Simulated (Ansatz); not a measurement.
A series at Sn: from `N#[C][Sn]([C]#N)([C]#N)[C]#N`, ligands are replaced one by one, each step taking up H₂ and setting free `C#N`; n counts the steps. Ansatz, PBE0-D4/def2-TZVP geometries.

CBS adds triple-zeta CCSD(T) − MP2 to the MP2 limit, frozen cores; atoms without spin–orbit coupling. Elements past krypton have def2 core potentials. Outer-core shells of Sn are correlated without core-valence functions. Spin–orbit coupling is left out.

```csv
n,molecule,"atomization energy, CCSD(T)/CBS (kJ/mol)"
0,`N#[C][Sn]([C]#N)([C]#N)[C]#N`,4441.0
1,`N#[C][SnH]([C]#N)[C]#N`,3627.1
2,`N#[C][SnH2][C]#N`,2800.5
3,`N#[C][SnH3]`,?
4,`[SnH4]`,1104.7
```

Q: By hand: fit a straight line y = ȳ + b (n − n̄) to the 4 given rows and predict n = 3.

A: n̄ = 1.750, ȳ = 2993.32; Σ(n − n̄)(y − ȳ) = -7306.38, Σ(n − n̄)² = 8.750, so b = -835.01 kJ/mol a step. Prediction: 2993.32 + (-835.01) × (1.250) = 1949.6 kJ/mol.

Q: By hand: compare with the computed value, 1960.3 kJ/mol, and give the steps along the whole series.

A: The line misses by 10.7 kJ/mol (computed minus predicted). Steps: -813.9, -826.6, -840.2, -855.6 kJ/mol.

The steps differ by up to 41.7 kJ/mol, small against a whole step but well beyond the method's doubt, so the ligands' effects don't simply add. The miss is 0.3 % of the series' range. The energies themselves are unsure by some kJ/mol a bond, though much of that is common to the series.
